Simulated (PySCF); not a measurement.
Predicted microwave data (PBE0-D3(BJ)/def2-SVP geometry optimisation, gas phase in PySCF) for one isomer of C3H8OSeSi:

```
Rotational constants : A = 3173, B = 1084, C = 919.9 MHz
Dipole components    : |μa| = 0.37 D, |μb| = 0.68 D, |μc| = 0.84 D
Inertial defect      : -75.98 u·Å²
κ                    : -0.85
```

Problem. Which candidate fits, each taken in the one conformer that was computed?
A. `[SiH3:1][O:2][C@@H:3]1[CH2:4][CH2:5][Se:6]1` with Si1–O2–C3–C4 171°, O2–C3–C4–C5 -142°, C3–C4–C5–Se6 21°, C4–C5–Se6–C3 -16°, O2–C3–Se6–C5 134°
B. `[CH2:1]=[CH:2][Se:3][CH2:4][O:5][SiH3:6]` with C1–C2–Se3–C4 -163°, C2–Se3–C4–O5 -102°, Se3–C4–O5–Si6 45°
C. `[OH:1][Si@@H:2]([SeH:3])[CH:4]1[CH2:5][CH2:6]1` with H–O1–Si2–Se3 -52°, O1–Si2–Se3–H -72°, O1–Si2–C4–C5 -96°

Solution. B. It is C=C[Se]CO[SiH3], an asymmetric top, point group C1. The candidates at the same level (rigid rotor, commonest isotopes):

```json
{"SMILES": "C=C[Se]CO[SiH3]", "A (MHz)": "3173", "B (MHz)": "1084", "C (MHz)": "919.9", "μa (D)": "0.37", "μb (D)": "0.68", "μc (D)": "0.84", "Δ (u·Å²)": "-75.98", "point group": "C1", "rotor": "asymmetric top"}
{"SMILES": "O[Si@@H]([SeH])C1CC1", "A (MHz)": "2228", "B (MHz)": "1400", "C (MHz)": "973.7", "μa (D)": "1.02", "μb (D)": "0.22", "μc (D)": "0.80", "Δ (u·Å²)": "-68.81", "point group": "C1", "rotor": "asymmetric top"}
{"SMILES": "[SiH3]O[C@@H]1CC[Se]1", "A (MHz)": "3543", "B (MHz)": "1179", "C (MHz)": "921.7", "μa (D)": "0.08", "μb (D)": "1.11", "μc (D)": "0.66", "Δ (u·Å²)": "-22.92", "point group": "C1", "rotor": "asymmetric top"}
```

`[SiH3]O[C@@H]1CC[Se]1` has A 12 % too high; `O[Si@@H]([SeH])C1CC1` has A 30 % too low. No structure here is proved a minimum.
